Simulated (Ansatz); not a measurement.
Gas-phase electronic energies from Ansatz, PBE0-D4/def2-TZVP geometries. CCSD(T)/CBS is the MP2 limit (def2-TZVPP, def2-QZVPP) plus CCSD(T) − MP2 in def2-TZVPP, frozen cores. This one scheme is used for every species. Double bonds are as drawn, so ΔE can hold a change between cis and trans. DFT in def2-TZVPP.

Consider the formal exchange of groups at the Si–C bond: `N#C[Si](Cl)(Cl)C#N` + `C/C=C/Cl` → `N#C[Si](Cl)(Cl)Cl` + `C/C=C/C#N`.

`N#C[Si](Cl)(Cl)C#N`:

```xyz
7

N    -1.113   -2.069   -1.373
C    -0.506   -1.281   -0.794
Si    0.473   -0.038    0.125
Cl    1.108   -0.845    1.851
Cl    1.987    0.594   -1.033
C    -0.631    1.373    0.493
N    -1.318    2.266    0.730
```

`C/C=C/Cl`:

Z-matrix (Å, degrees):
```
C
C 1 1.489
H 1 1.094 2 110.9
H 1 1.091 2 111.7 3 120.8
H 1 1.094 2 110.9 3 -118.5
C 2 1.323 1 123.3 3 -120.7
H 2 1.086 1 117.8 3 59.3
Cl 6 1.723 2 123.4 1 180.0
H 6 1.083 2 123.5 1 -0.0
```

`N#C[Si](Cl)(Cl)Cl`:

```xyz
6

N    -1.487   -1.054   -1.701
C    -0.800   -0.567   -0.915
Si    0.293    0.208    0.335
Cl    0.534   -1.100    1.848
Cl   -0.596    1.896    0.980
Cl    2.057    0.618   -0.547
```

`C/C=C/C#N`:

Cartesian coordinates in Å:
```
C 0.635 -0.875 -1.094
C 0.110 0.270 -0.311
C -0.445 0.165 0.896
C -0.936 1.290 1.613
N -1.340 2.190 2.209
H 1.697 -0.732 -1.317
H 0.514 -1.820 -0.564
H 0.123 -0.947 -2.059
H 0.187 1.256 -0.761
H -0.545 -0.798 1.388
```

CCSD(T)/CBS gives -1.37 eV.

Another level gave -1.24 eV. Which?
A. B2PLYP/def2-TZVPP
B. CCSD(T)/def2-TZVPP
C. RPA@PBE/def2-TZVPP
D. r2SCANh-D4/def2-TZVPP

C. RPA@PBE/def2-TZVPP -1.24, r2SCANh-D4 -1.48, B2PLYP -1.39, CCSD(T)/def2-TZVPP -1.34 eV.

What do rigid-rotor, harmonic-oscillator terms from PBE0-D4/def2-TZVP frequencies (298.15 K, 1 bar) make of the CCSD(T)/CBS value? (Estimate.)

Computed: ΔZPE = +0.03 eV, ΔH = -1.35 eV, ΔS = -10 J/(mol·K), ΔG = -1.32 eV.

Largest T1 diagnostic among the species: 0.013.

Leaving LDA and LC-ωPBE aside and taking each functional with its dispersion term where it has one, the values, not all of them listed here, spread over 0.12 eV, from r2SCAN0-D4 to BLYP-D4. LDA lies −0.08 eV from PBE without D4. From BLYP to BHLYP (50 % exact exchange), in def2-TZVPP and without D4, ΔE moves by −0.10 eV. In def2-TZVPP, CCSD(T) changes the Hartree–Fock value by +0.13 eV (the triples alone add +0.01 eV) and MP2 by +0.09 eV.
